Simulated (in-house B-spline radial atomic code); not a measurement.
Neutral titanium is squeezed into an impenetrable sphere of radius R (the orbitals vanish at R). Computed with a B-spline radial code for spherical atoms: scalar-relativistic (X2C) Hartree-Fock, spin-polarised, averaged over the determinants with the given up and down occupations, Fermi nucleus of rms radius 3.5921 fm.

Energies in eV above the free atom in [Ar] 3d2 4s2:

| R (bohr) | highest level (eV) | [Ar] 3d2 4s2 | [Ar] 3d3 4s1 | [Ne] 3s2 3p5 3d2 4s2 4d1 |
| --- | --- | --- | --- | --- |
| 8.36 | -5.52 | 0.2286 | 0.7727 | 43.4 |
| 5.51 | -3.24 | 3.463 | 2.962 | 51.4 |
| 4.75 | -0.883 | 7.424 | 5.655 | 59.12 |
| 4.07 | 3.47 | 15.39 | 11.07 | 73.16 |
| 3.31 | 14.9 | 38.24 | 26.67 | 109.3 |
| 2.9 | 28.1 | 67 | 46.65 | 151 |
| 2.41 | 60.5 | 144.8 | 102.5 | 255.4 |
| 2.01 | 119 | 303.2 | 221.1 | 453.4 |
| 1.89 | 147 | 387.4 | 285.7 | 554.8 |
| 1.58 | 265 | 773.2 | 588.5 | 1005 |

Problem. Does [Ar] 3d3 4s1 fall below [Ar] 3d2 4s2 under compression?

Solution. Yes, between R = 8.36 and 5.51 bohr the order changes (near 6.88 bohr by linear interpolation).

Problem. Does [Ne] 3s2 3p5 3d2 4s2 4d1 fall below [Ar] 3d2 4s2 under compression?

Solution. No, it stays above over the whole range.

The highest level is first positive in the row R = 4.07 bohr, pushed up by confinement above the zero of the free ion's potential. Each configuration is held fixed and needn't be the lowest in the sphere.
